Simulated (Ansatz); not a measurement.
Cost and result for the atomization energy of C₅H₉AlO₂ (`[CH3][Al-]1([CH3])[O]C=CC=[O+]1`) (17 atoms, 17 bonds).

```xyz
17

C    -0.617    1.548    1.732
Al    0.136    0.723    0.130
C     1.235    1.690   -1.162
O     1.019   -0.841    0.617
C     0.669   -2.019    0.322
C    -0.451   -2.375   -0.421
C    -1.326   -1.419   -0.926
O    -1.218   -0.168   -0.783
H    -1.277    2.386    1.482
H     0.165    1.946    2.387
H    -1.206    0.840    2.325
H     1.565    1.050   -1.987
H     2.135    2.106   -0.697
H     0.692    2.531   -1.605
H     1.319   -2.818    0.696
H    -0.648   -3.421   -0.609
H    -2.192   -1.760   -1.502
```

Total charge 0; spin multiplicity 1. All single points use the PBE0-D4/def2-TZVP geometry. Program: Ansatz. All runs use 4 threads of an AMD EPYC 7R13 on a shared host and a share of an NVIDIA H100 80 GB. Times are those of one run each, without the atoms' runs, and a repeat can differ threefold. Electronic energies, without spin–orbit coupling; frozen cores. CCSD(T)/CBS adds CCSD(T) − MP2 in def2-TZVPP to the MP2 limit, and its time is that of the two runs behind it. T1 = 0.016.

CCSD(T)/CBS is a level of theory with its own doubt, some kJ/mol a heavy atom from the limit and from the frozen cores, so smaller differences don't rank the functionals.

```
                           level  functions  wall time
          LDA (SPW92)/def2-TZVPP        385      2.4 s
 PBE-D4/def2-TZVPP (with forces)        385      2.4 s
              BLYP-D4/def2-TZVPP        385      2.7 s
              PBE0-D4/def2-TZVPP        385      2.8 s
           r2SCANh-D4/def2-TZVPP        385      5.5 s
             BHLYP-D4/def2-TZVPP        385      5.5 s
              ωB97X-V/def2-TZVPP        385      8.5 s
               B97M-V/def2-TZVPP        385       11 s
                CCSD(T)/def2-SVP        161       11 s
                  MP2/def2-QZVPP        739       12 s
ωB97M-V/def2-TZVPP (with forces)        385       14 s
              CCSD(T)/def2-TZVPP        385       16 s
               CCSD(T)/CBS(def2)          –       28 s
```

(1) What atomization energy does each give, and how far from CCSD(T)/CBS? (An estimate is asked.)

Results:

(1) Ansatz gave: 
```
                           level  atomization (kcal/mol)  difference from CCSD(T)/CBS  per bond
          LDA (SPW92)/def2-TZVPP                  1966.4                        256.0      15.1
 PBE-D4/def2-TZVPP (with forces)                  1757.9                         47.5       2.8
              BLYP-D4/def2-TZVPP                  1715.9                          5.5       0.3
              PBE0-D4/def2-TZVPP                  1722.7                         12.3       0.7
           r2SCANh-D4/def2-TZVPP                  1713.6                          3.2       0.2
             BHLYP-D4/def2-TZVPP                  1660.5                        -49.9      -2.9
              ωB97X-V/def2-TZVPP                  1714.8                          4.4       0.3
               B97M-V/def2-TZVPP                  1721.5                         11.1       0.6
                CCSD(T)/def2-SVP                  1636.9                        -73.5      -4.3
                  MP2/def2-QZVPP                  1730.1                         19.7       1.2
ωB97M-V/def2-TZVPP (with forces)                  1718.1                          7.7       0.5
              CCSD(T)/def2-TZVPP                  1669.0                        -41.4      -2.4
               CCSD(T)/CBS(def2)                  1710.4                          0.0       0.0
```

From BLYP to BHLYP (50 % exact exchange), in def2-TZVPP and without D4, the atomization energy moves by −46.4 kcal/mol: exact exchange takes away binding that semilocal exchange gives to molecules. The D4 term adds +15.3 kcal/mol with B3LYP and +8.2 kcal/mol with PBE0; it sums over pairs of atoms, weighted by their polarisabilities, and B3LYP, whose exchange is more repulsive, gets the larger term. Leaving LDA and LC-ωPBE aside and taking each functional with its dispersion term where it has one, the values spread over 97.4 kcal/mol, from BHLYP-D4 to PBE-D4. LDA lies +218.2 kcal/mol from PBE without D4, its usual overbinding.

B3LYP here is the variant with VWN-RPA as its local correlation; programs differ in this.
